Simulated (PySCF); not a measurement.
HfS: from constants to spectrum

RHF-CCSD(T) constants of HfS, ¹Σ⁺ (singlet), closed shell (basis Hf def2-TZVPP with ECP60, S def2-TZVPP; scalar-relativistic core potentials; PySCF 2.14; masses 179.9465 and 31.9721 u):

- ωe: 518.0 cm⁻¹
- ωexe: 1.13 cm⁻¹
- Be: 0.12955 cm⁻¹
- αe: 0.000379 cm⁻¹
- D (centrifugal): 3.24e-08 cm⁻¹
- De to Hf (5d2 6s2) + S: 6.05 eV

(1) Give the band origin of the fundamental and the first lines of its P and R branches.

(2) Near which J would the R branch turn back, without centrifugal distortion?

Correlated steps freeze 5 core orbitals. Spin–orbit coupling is left out, which matters for elements this heavy, above all for dissociation energies. Where the molecule has an RHF reference, its open-shell atoms are computed with UHF. The CCSD T1 diagnostic is raised, a sign that a single reference may not be enough here.

## Answers

(1) ν0 = ωe − 2ωexe = 515.7 cm⁻¹, B0 = 0.12936, B1 = 0.12898 cm⁻¹.

```json
{"J″": "0", "P(J″) − ν0": "", "R(J″) − ν0": "0.258"}
{"J″": "1", "P(J″) − ν0": "-0.259", "R(J″) − ν0": "0.515"}
{"J″": "2", "P(J″) − ν0": "-0.518", "R(J″) − ν0": "0.772"}
{"J″": "3", "P(J″) − ν0": "-0.778", "R(J″) − ν0": "1.027"}
{"J″": "4", "P(J″) − ν0": "-1.039", "R(J″) − ν0": "1.282"}
{"J″": "5", "P(J″) − ν0": "-1.301", "R(J″) − ν0": "1.536"}
{"J″": "6", "P(J″) − ν0": "-1.564", "R(J″) − ν0": "1.790"}
```

(2) At J ≈ (B0 + B1)/(2(B0 − B1)) − 1 ≈ 340.
